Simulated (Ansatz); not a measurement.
Born–Oppenheimer molecular dynamics of a periodic cell of 13 atoms, Zn₁₂O (host Zn, host structure hcp, interstitial O). It starts from a partly relaxed structure (largest force component 0.08 eV/Å).

All numbers below come from DFT PBE, scalar-relativistic, plane waves, PAW (Ansatz 0.2.0). Settings: accuracy low, cutoff 420 eV, k mesh 2x2x2, fermi-dirac smearing 0.15 eV, no spin polarisation.

| Item | Value |
| --- | --- |
| ensemble | NVE (velocity Verlet) |
| time step | 1 fs |
| steps asked | 260 |
| starting velocities drawn for | 1800 K |
| seed | 531605 |

Frames 5 fs apart, positions in Å.

Velocities at 130.0 fs (Å/ps):

```
Zn 6.00 0.50 -3.29
Zn -2.17 2.65 -2.81
Zn -3.00 -3.56 -0.48
Zn -1.07 -4.09 3.00
Zn 2.09 -3.17 1.80
Zn 0.06 -0.21 -3.30
Zn -3.73 -4.38 -1.06
Zn -3.09 -0.57 -1.16
Zn -1.63 2.66 -0.49
Zn 0.28 0.38 -0.46
Zn -2.03 4.26 1.23
Zn 6.42 4.40 4.60
O 7.66 4.63 9.83
```

```xyz
13
Lattice="5.3200 0.0000 0.0000 -3.9900 6.9109 0.0000 0.0000 0.0000 4.9370" Properties=species:S:1:pos:R:3 time_fs=130.0 energy_less_start_eV=1.612 T=761
Zn -0.095 0.001 -0.438
Zn 0.242 1.746 2.385
Zn -1.619 2.358 -0.313
Zn -1.258 3.792 2.606
Zn -2.662 4.756 -0.015
Zn -2.809 5.825 2.468
Zn 2.120 0.039 0.168
Zn 3.053 1.416 2.200
Zn 1.214 2.334 0.026
Zn 1.467 3.740 2.793
Zn 0.133 4.292 0.319
Zn 0.056 6.220 2.365
O -0.267 6.073 4.388
13
Lattice="5.3200 0.0000 0.0000 -3.9900 6.9109 0.0000 0.0000 0.0000 4.9370" Properties=species:S:1:pos:R:3 time_fs=135.0 energy_less_start_eV=1.595 T=772
Zn -0.060 0.008 -0.454
Zn 0.231 1.757 2.370
Zn -1.633 2.340 -0.314
Zn -1.263 3.772 2.620
Zn -2.652 4.737 -0.006
Zn -2.807 5.826 2.450
Zn 2.103 0.019 0.164
Zn 3.035 1.415 2.194
Zn 1.207 2.346 0.024
Zn 1.468 3.741 2.790
Zn 0.120 4.315 0.326
Zn 0.087 6.240 2.387
O -0.249 6.083 4.439
13
Lattice="5.3200 0.0000 0.0000 -3.9900 6.9109 0.0000 0.0000 0.0000 4.9370" Properties=species:S:1:pos:R:3 time_fs=140.0 energy_less_start_eV=1.455 T=862
Zn -0.017 0.024 -0.467
Zn 0.219 1.764 2.356
Zn -1.644 2.322 -0.313
Zn -1.267 3.754 2.631
Zn -2.643 4.712 0.005
Zn -2.801 5.831 2.430
Zn 2.092 0.003 0.163
Zn 3.013 1.418 2.186
Zn 1.200 2.354 0.021
Zn 1.468 3.741 2.785
Zn 0.105 4.339 0.335
Zn 0.116 6.255 2.408
O -0.268 6.073 4.493
13
Lattice="5.3200 0.0000 0.0000 -3.9900 6.9109 0.0000 0.0000 0.0000 4.9370" Properties=species:S:1:pos:R:3 time_fs=145.0 energy_less_start_eV=1.402 T=896
Zn 0.029 0.046 -0.480
Zn 0.207 1.768 2.340
Zn -1.653 2.304 -0.311
Zn -1.272 3.737 2.641
Zn -2.634 4.682 0.017
Zn -2.791 5.840 2.408
Zn 2.087 -0.008 0.164
Zn 2.986 1.424 2.177
Zn 1.194 2.360 0.019
Zn 1.467 3.740 2.778
Zn 0.086 4.364 0.345
Zn 0.143 6.267 2.427
O -0.302 6.053 4.547
13
Lattice="5.3200 0.0000 0.0000 -3.9900 6.9109 0.0000 0.0000 0.0000 4.9370" Properties=species:S:1:pos:R:3 time_fs=150.0 energy_less_start_eV=1.442 T=870
Zn 0.071 0.072 -0.492
Zn 0.195 1.766 2.324
Zn -1.660 2.286 -0.306
Zn -1.275 3.722 2.648
Zn -2.628 4.647 0.029
Zn -2.777 5.852 2.384
Zn 2.090 -0.015 0.170
Zn 2.956 1.433 2.167
Zn 1.188 2.363 0.018
Zn 1.466 3.738 2.770
Zn 0.066 4.387 0.357
Zn 0.166 6.275 2.445
O -0.330 6.039 4.594
13
Lattice="5.3200 0.0000 0.0000 -3.9900 6.9109 0.0000 0.0000 0.0000 4.9370" Properties=species:S:1:pos:R:3 time_fs=155.0 energy_less_start_eV=1.458 T=860
Zn 0.105 0.100 -0.504
Zn 0.182 1.761 2.307
Zn -1.663 2.268 -0.299
Zn -1.279 3.710 2.653
Zn -2.623 4.607 0.043
Zn -2.759 5.867 2.359
Zn 2.099 -0.017 0.179
Zn 2.922 1.444 2.156
Zn 1.183 2.364 0.016
Zn 1.463 3.736 2.761
Zn 0.045 4.406 0.373
Zn 0.185 6.280 2.461
O -0.339 6.038 4.628
13
Lattice="5.3200 0.0000 0.0000 -3.9900 6.9109 0.0000 0.0000 0.0000 4.9370" Properties=species:S:1:pos:R:3 time_fs=160.0 energy_less_start_eV=1.353 T=928
Zn 0.129 0.130 -0.517
Zn 0.169 1.752 2.290
Zn -1.664 2.249 -0.290
Zn -1.282 3.700 2.657
Zn -2.621 4.564 0.056
Zn -2.738 5.884 2.334
Zn 2.116 -0.015 0.194
Zn 2.885 1.457 2.145
Zn 1.177 2.365 0.014
Zn 1.460 3.733 2.750
Zn 0.024 4.420 0.391
Zn 0.199 6.282 2.477
O -0.322 6.057 4.644
13
Lattice="5.3200 0.0000 0.0000 -3.9900 6.9109 0.0000 0.0000 0.0000 4.9370" Properties=species:S:1:pos:R:3 time_fs=165.0 energy_less_start_eV=1.122 T=1077
Zn 0.145 0.161 -0.530
Zn 0.154 1.740 2.273
Zn -1.661 2.231 -0.281
Zn -1.285 3.693 2.659
Zn -2.621 4.519 0.070
Zn -2.713 5.903 2.309
Zn 2.138 -0.009 0.212
Zn 2.845 1.471 2.134
Zn 1.171 2.365 0.013
Zn 1.456 3.731 2.738
Zn 0.004 4.427 0.412
Zn 0.209 6.281 2.492
O -0.276 6.094 4.641
13
Lattice="5.3200 0.0000 0.0000 -3.9900 6.9109 0.0000 0.0000 0.0000 4.9370" Properties=species:S:1:pos:R:3 time_fs=170.0 energy_less_start_eV=0.862 T=1244
Zn 0.152 0.192 -0.543
Zn 0.140 1.724 2.255
Zn -1.655 2.212 -0.270
Zn -1.288 3.689 2.661
Zn -2.623 4.473 0.085
Zn -2.686 5.922 2.284
Zn 2.166 0.000 0.234
Zn 2.804 1.486 2.124
Zn 1.165 2.365 0.011
Zn 1.451 3.730 2.725
Zn -0.016 4.429 0.436
Zn 0.215 6.278 2.506
O -0.205 6.145 4.620
13
Lattice="5.3200 0.0000 0.0000 -3.9900 6.9109 0.0000 0.0000 0.0000 4.9370" Properties=species:S:1:pos:R:3 time_fs=175.0 energy_less_start_eV=0.724 T=1333
Zn 0.154 0.223 -0.556
Zn 0.124 1.705 2.237
Zn -1.645 2.195 -0.258
Zn -1.290 3.687 2.661
Zn -2.626 4.428 0.100
Zn -2.657 5.943 2.261
Zn 2.199 0.010 0.257
Zn 2.762 1.503 2.115
Zn 1.159 2.365 0.009
Zn 1.446 3.729 2.710
Zn -0.035 4.429 0.460
Zn 0.216 6.272 2.518
O -0.120 6.200 4.587
13
Lattice="5.3200 0.0000 0.0000 -3.9900 6.9109 0.0000 0.0000 0.0000 4.9370" Properties=species:S:1:pos:R:3 time_fs=180.0 energy_less_start_eV=0.785 T=1294
Zn 0.155 0.257 -0.568
Zn 0.107 1.683 2.219
Zn -1.632 2.177 -0.246
Zn -1.293 3.687 2.662
Zn -2.631 4.383 0.115
Zn -2.627 5.963 2.240
Zn 2.237 0.019 0.280
Zn 2.719 1.520 2.107
Zn 1.153 2.366 0.006
Zn 1.440 3.729 2.695
Zn -0.055 4.427 0.485
Zn 0.213 6.264 2.529
O -0.039 6.246 4.551
13
Lattice="5.3200 0.0000 0.0000 -3.9900 6.9109 0.0000 0.0000 0.0000 4.9370" Properties=species:S:1:pos:R:3 time_fs=185.0 energy_less_start_eV=0.920 T=1207
Zn 0.160 0.293 -0.579
Zn 0.089 1.660 2.201
Zn -1.616 2.160 -0.234
Zn -1.296 3.690 2.662
Zn -2.637 4.341 0.130
Zn -2.597 5.982 2.222
Zn 2.280 0.028 0.301
Zn 2.677 1.539 2.102
Zn 1.147 2.368 0.003
Zn 1.433 3.730 2.679
Zn -0.075 4.426 0.510
Zn 0.206 6.253 2.536
O 0.016 6.271 4.518
```

Of the whole run (260 fs, mean temperature of the second half 1033 K): The conserved energy stayed within 0.056 meV per atom of its start (net change 0.014 meV per atom), so the integration is sound. The temperature averaged 0.57 of the 1800 K drawn at the start: a run that starts near a minimum puts about half its kinetic energy into the potential. A run of 0.26 ps of so small a system gives no equilibrium averages. Limits of this set-up: coarse k mesh, low accuracy level.

Run time: 10 min on 1 thread of Intel(R) Xeon(R) Platinum 8488C (Sapphire Rapids), on a shared host, peak memory 0.61 GiB.
